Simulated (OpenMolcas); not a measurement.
Fe2+ (d6) on a cation site of an ionic host was computed by SS-CASPT2, IPEA 0.25 Eh, imaginary shift 0.1 Eh with the d shell active (OpenMolcas, ANO-RCC-VTZP on the metal). Its lowest spin-free states, and all those of the highest spin:

```csv
2S+1,Degeneracy,E (cm-1)
5,2,0
5,3,3650
3,3,18760
3,2,19840
3,3,20340
3,3,21010
3,1,21570
3,3,22940
3,1,23770
3,3,23910
3,2,25570
3,3,25720
```

Problem. Is the site octahedral, tetrahedral or cube-like, axial, or of lower symmetry?

Solution. The states with 2S+1 = 5 have orbital degeneracies 2, 3. Threefold states need a cubic site. For d6 at this spin an octahedron puts the threefold T2 below the twofold E and a tetrahedron or cube puts the twofold E below the threefold T2, so the site is a tetrahedron or a cube, which this pattern cannot tell apart. The first gap at this spin, 3650 cm-1, is |10Dq| in ligand-field theory. The run had Fe2+ with its 8 nearest fluoride ions at 2.328 Å, on the Sr site of SrF2 (a = 5.796 Å, distance in the model lattice 2.510 Å). The rest of the host is ab initio model potentials to 7.6 Å and point charges beyond; the distance is set by hand and nothing relaxes. Ligand basis ANO-RCC-VDZP.

Roots that are degenerate in the reference are averaged as groups; the widest CASPT2 spread within a group is 800 cm-1 (the 3-fold group of multiplicity 3 near 53100 cm-1 above the lowest state of its run). Shifts and gaps below about the spread of the groups concerned are not significant. Over all roots computed the reference weight is 0.68 to 0.69; a low but even weight reflects the number of correlated electrons. An orbital doublet at a regular site is open to a Jahn-Teller distortion, which this geometry leaves out. A single d shell leaves out the double-shell effect, which counts most for late 3d ions, where the CASPT2 field can be off either way by tens of per cent. Ligand-to-metal charge-transfer states are missing. These CASPT2 states fit no ligand-field parameters well, so their order and spin gaps are uncertain. For late 3d ions with one d shell CASPT2 can put B and the spin-flip bands somewhat low as well as high. With one d shell and no ligand orbital active, 10Dq can be off by tens of per cent for divalent 3d ions, low with halides held by bare charges and at times high in hosts, and the orbital part of g and χT goes as 1/10Dq. Free-ion shares, where given, are those of the reference states; single-state CASPT2 does not remix them. No measured value stands beside these numbers; the geometry was set by hand and not optimised.
